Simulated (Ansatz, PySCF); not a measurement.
Ge(Cl)3(OSiH3) (Cl3GeH3OSi), SMILES [SiH3][O][Ge]([Cl])([Cl])[Cl]. Atoms are numbered in the order given.

```xyz
9

Si    -2.7195     0.3662    -0.7084
O     -1.3031     0.7647     0.1028
Ge     0.2741     0.0571     0.2401
Cl     0.3491    -1.7186    -0.9428
Cl     1.7274     1.4405    -0.4558
Cl     0.6546    -0.4239     2.2735
H     -3.2148    -0.9637    -0.2507
H     -2.4743     0.3293    -2.1787
H     -3.7053     1.4281    -0.3747
```

Coordinates come from a PBE0-D3(BJ)/def2-SVP optimisation. The values are those of a single conformer.

Two levels are set side by side: PBE-D3(BJ)/def2-SVP (Ansatz, a first-principles code) and PBE0-D3(BJ)/def2-SVP (Ansatz). Each level has its own optimised geometry; the coordinates shown are those of the second. Frequencies come from the Hessian of PySCF at each geometry. Differences are taken from unrounded values.

| quantity | PBE0-D3(BJ) |
|---|---|
| mean bond length (Å) | 1.783 |
| bond Si1–O2 (Å) | 1.680 |
| bond O2–Ge3 (Å) | 1.734 |
| bond Ge3–Cl4 (Å) | 2.135 |
| bond Ge3–Cl5 (Å) | 2.124 |
| bond Ge3–Cl6 (Å) | 2.124 |
| bond Si1–H7 (Å) | 1.491 |
| bond Si1–H8 (Å) | 1.491 |
| bond Si1–H9 (Å) | 1.487 |
| highest harmonic wavenumber (cm⁻¹) | 2276 |
| mean harmonic wavenumber (cm⁻¹) | 716 |
| zero-point energy (kcal/mol) | 21.48 |

**Question.** What does PBE-D3(BJ) give, and how far is it from PBE0-D3(BJ)? (An estimate is asked for; the answer gives what the named calculation found.)

**Answer.** 
```json
[
 {"quantity": "mean bond length (Å)", "PBE-D3(BJ)": "1.801", "PBE-D3(BJ) minus PBE0-D3(BJ)": "0.018"},
 {"quantity": "bond Si1–O2 (Å)", "PBE-D3(BJ)": "1.700", "PBE-D3(BJ) minus PBE0-D3(BJ)": "0.019"},
 {"quantity": "bond O2–Ge3 (Å)", "PBE-D3(BJ)": "1.759", "PBE-D3(BJ) minus PBE0-D3(BJ)": "0.025"},
 {"quantity": "bond Ge3–Cl4 (Å)", "PBE-D3(BJ)": "2.159", "PBE-D3(BJ) minus PBE0-D3(BJ)": "0.024"},
 {"quantity": "bond Ge3–Cl5 (Å)", "PBE-D3(BJ)": "2.146", "PBE-D3(BJ) minus PBE0-D3(BJ)": "0.022"},
 {"quantity": "bond Ge3–Cl6 (Å)", "PBE-D3(BJ)": "2.146", "PBE-D3(BJ) minus PBE0-D3(BJ)": "0.022"},
 {"quantity": "bond Si1–H7 (Å)", "PBE-D3(BJ)": "1.502", "PBE-D3(BJ) minus PBE0-D3(BJ)": "0.011"},
 {"quantity": "bond Si1–H8 (Å)", "PBE-D3(BJ)": "1.502", "PBE-D3(BJ) minus PBE0-D3(BJ)": "0.011"},
 {"quantity": "bond Si1–H9 (Å)", "PBE-D3(BJ)": "1.498", "PBE-D3(BJ) minus PBE0-D3(BJ)": "0.011"},
 {"quantity": "highest harmonic wavenumber (cm⁻¹)", "PBE-D3(BJ)": "2204", "PBE-D3(BJ) minus PBE0-D3(BJ)": "-72"},
 {"quantity": "mean harmonic wavenumber (cm⁻¹)", "PBE-D3(BJ)": "689", "PBE-D3(BJ) minus PBE0-D3(BJ)": "-27"},
 {"quantity": "zero-point energy (kcal/mol)", "PBE-D3(BJ)": "20.68", "PBE-D3(BJ) minus PBE0-D3(BJ)": "-0.80"}
]
```

Exact exchange shortens and stiffens bonds; PBE has none. Differences between two approximate levels are no errors against the true value.
